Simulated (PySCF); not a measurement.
Computed shifts of a molecule C2H7GaO, PySCF with HF/pcSseg-1, GIAO, gas phase, equivalent atoms averaged, in ppm (number of nuclei): ¹H: 5.05 (1), 3.95 (3), 0.30 (3). ¹³C: 54.5 (1), -6.6 (1). References: ¹H against TMS (σ = 31.99 ppm); ¹³C against TMS (σ = 192.6 ppm); ¹⁷O against H2O (σ = 333.0 ppm), references at their B3LYP-D3(BJ)/def2-TZVP geometries, non-relativistic. Geometry optimised at B3LYP-D3(BJ)/def2-SVP. The values are those of a single conformer.

Question: Pick the molecule that these values belong to.
(A) [CH3][Ga]([CH3])[OH]
(B) C[O][GaH][CH3]
(C) CC[O][GaH2]

Answer: B, C[O][GaH][CH3]
